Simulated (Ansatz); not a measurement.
A nudged elastic band was laid between two geometries of ClF3Si + H (6 atoms, charge 0, multiplicity 2).

Theory: Ansatz 0.2.0, UKS PBE0/def2-SVP.

```yaml
movable_images: 7
climbing_image: yes
spring: 5.0 eV/Å²
optimiser: quadratic models (default)
start_path: through a guess of the saddle point
force_threshold: 0.05 eV/Å
iteration_limit: 60
end_points: relaxed
```

Initial state:

```xyz
6
Properties=species:S:1:pos:R:3
Si 0.014 0.000 -0.197
Cl 0.082 0.000 1.812
F 1.485 0.000 -0.804
F -0.751 1.291 -0.728
F -0.751 -1.291 -0.728
H -0.078 0.000 5.486
```

Final state:

```xyz
6
Properties=species:S:1:pos:R:3
Si -0.347 0.271 -0.027
Cl -0.565 -0.260 3.206
F 1.124 0.299 0.655
F -0.211 1.079 -1.414
F -0.656 -1.264 -0.395
H 0.656 -0.125 2.817
```

(1) What changes between the two ends?

(2) What energy profile does the band end with?

(3) What is the geometry of the highest image?

(4) What are the harmonic wavenumbers there?

Answers

(1) Bonds broken: Si1–Cl2. Bonds formed: Cl2–H6. ClF3Si + H becomes ClH + F3Si.

(2) The forces met the threshold. The highest image is number 4 of 0 to 8, 22.0 kcal/mol above the first end and 13.5 kcal/mol above the last; the last end lies 8.5 kcal/mol above the first. A vibrational analysis at the climbing image gives one clearly imaginary mode, 423i cm⁻¹: a first-order saddle point.

```tsv
image	path coordinate (Å)	energy (kcal/mol)	Si1–Cl2 (Å)	Cl2–H6 (Å)
0	0.00	0.0	2.01	3.68
1	1.01	0.0	2.01	3.68
2	2.01	0.0	2.01	3.45
3	3.02	0.5	2.01	2.80
4	4.02	22.0	2.34	1.48
5	5.17	11.8	3.37	1.29
6	6.32	10.2	3.46	1.29
7	7.47	8.8	3.43	1.29
8	8.62	8.5	3.28	1.29
```

(3) 
```xyz
6
Properties=species:S:1:pos:R:3
Si 0.012 -0.008 0.068
Cl -0.027 0.019 2.406
F 1.517 -0.099 -0.477
F -0.653 1.322 -0.534
F -0.798 -1.268 -0.504
H -0.049 0.034 3.883
```

(4) 423i, 74, 75, 262, 262, 344, 344, 372, 829, 983, 983, 1150 cm⁻¹.

The run took 7.8 min on 2 threads of Arm Neoverse V1 (shared host), peak memory 0.22 GiB.
